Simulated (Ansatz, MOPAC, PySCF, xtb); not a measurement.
Pair of molecules: HF (SMILES F) (first 2 atoms) with CH4S (SMILES CS); geometry from B3LYP-D3(BJ)/def2-TZVP.
(charge 0, multiplicity 1):
```xyz
8

F      0.311     0.518    -0.586
H      0.477     0.060     0.224
C      0.226     1.178     2.812
S      0.623    -0.529     2.304
H     -0.141     1.199     3.835
H      1.161     1.733     2.755
H     -0.493     1.625     2.131
H     -0.624    -1.024     2.371
```

Interaction energies are E(AB) − E(A) − E(B) at the monomers' geometry in the complex; basis-set methods are counterpoise corrected.

Rows in 6-31G* carry no dispersion term and start afresh at each structure (6-31G* with six Cartesian d functions). The state that PM6 reach isn't checked.

Codes used: Ansatz (Gaussian orbitals); MOPAC for PM6 (differences of heats of formation); PySCF for 6-31G* rows; xtb for the GFN methods. Each number belongs to the level named beside it.

Problem. One of these levels gives -124.8 meV for the interaction energy. Name it.
(A) HF/6-31G*
(B) PM6
(C) GFN-FF
(D) BLYP/def2-TZVPPD

Solution. A, HF/6-31G*. The others give -187.6 (GFN-FF), -47.4 (PM6), -280.2 (BLYP/def2-TZVPPD)

Ansatz is a first-principles code.
